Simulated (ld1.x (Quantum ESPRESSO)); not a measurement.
## Before and after: TM semilocal potential for neodymium

neodymium, norm-conserving Troullier–Martins (semilocal form), made with ld1.x (Quantum ESPRESSO) 7.5 (PBE, scalar-relativistic). Core [Kr] 4d10, reference 4f4 5s2 5p6 5d0 6s0 6p0 (charge +2). Waves: 5p (bound): rc 2.10 bohr; 5d (bound, empty): rc 2.40 bohr; 4f (bound): rc 1.35 bohr; 5s (bound): rc 1.85 bohr. Local part: the s channel. Core correction: none.

Change: reference 4f3 5s2 5p6 5d1 6s2 6p0.

Cutoffs: the cutoffs (Ry, on a coarse ladder) from which the occupation-weighted sum of valence levels, in a spherical-Bessel basis at the reference potential, stays within 10 and 1 mRy of its value at 400 Ry; they do not see the model core or the augmentation charge, which bear on the density cutoff. Errors are all-electron minus pseudo energies relative to the spin-unpolarised reference configuration.

Problem. What does the change do?

Solution. The potential gets neither clearly harder nor softer (180 Ry and 230 Ry → 180 Ry and 230 Ry); the miss of the reference levels goes from 0.00 to 0.18 eV; neither file shows a bound ghost at the reference potential, the only one tested. A semilocal file is local in each channel, so a ghost entry of none says nothing of the separable form that plane-wave codes build from it.

| quantity | base | changed |
| --- | --- | --- |
| cutoff, loose | 180 Ry | 180 Ry |
| cutoff, tight | 230 Ry | 230 Ry |
| bound ghosts | none | none |
| largest miss of a reference level, eV | 0.00 | 0.18 |
| tests counted (converged, no solver errors) | 6 of 7 | 6 of 7 |
| s: phases at 2.58 bohr within 0.05 rad from the reference energy up to (Ry; the scan ends near 5) | -1.0 | -0.2 |
| p: phases at 2.58 bohr within 0.05 rad from the reference energy up to (Ry; the scan ends near 5) | 0.3 | 1.0 |
| d: phases at 2.58 bohr within 0.05 rad from the reference energy up to (Ry; the scan ends near 5) | 2.7 | 3.5 |
| f: phases at 2.58 bohr within 0.05 rad from the reference energy up to (Ry; the scan ends near 5) | 0.7 | 1.4 |

Base: Tests not counted: 4f4 5s2 5p6 5d0 6s0 6p2 (solver errors, printed error -10.4 eV). Changed file: Tests not counted: 4f4 5s2 5p6 5d0 6s1 6p1 (solver errors, printed error -14.2 eV). These tests converged, but a pseudo level misses the all-electron one widely, so the file describes the atom poorly there or has found another state: 4f4 5s2 5p6 5d0 6s0 6p0: empty 6p by 6.7 eV. The 6s level has no wave, so the channel is fitted at the deeper level alone: the likely source of the large errors.
